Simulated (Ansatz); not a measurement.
GeS3⁻ (the lowest doublet isomer of a short search). Charge -1, multiplicity 2. Geometry PBE0-D4/def2-SVPD, basis def2-TZVPD, Ansatz.

```xyz
4

Ge   -0.087    0.069   -0.154
S     0.953    1.042    1.442
S     0.168   -1.935    0.550
S    -1.034    0.823   -1.838
```

| run | HOMO (eV) | LUMO (eV) |
| --- | --- | --- |
| A | -1.78 | -0.81 |
| B | -3.34 | 0.80 |
| C | -4.66 | 1.66 |
| D | -2.60 | -0.06 |
| E | -1.74 | -0.70 |
| F | -2.21 | -0.42 |

HSE06 is defined as in plane-wave codes, on full-range PBE exchange. The structure comes from a short search, and lower isomers may exist.

HOMO and LUMO are taken over both spins.

The runs used B97M-V, BHLYP, HSE06, PBE0, r2SCAN, ωB97X-V. Estimate which is which.

A B97M-V (0 % exact exchange); B BHLYP (50 % exact exchange); C ωB97X-V (range-separated); D PBE0 (25 % exact exchange); E r2SCAN (0 % exact exchange); F HSE06 (range-separated). Exact exchange lowers occupied and raises empty levels; among semilocal functionals meta-GGAs tend to open the gap a little, and such runs are hard to tell apart. The gap grows from 0.97 eV (B97M-V) to 6.32 eV (ωB97X-V).
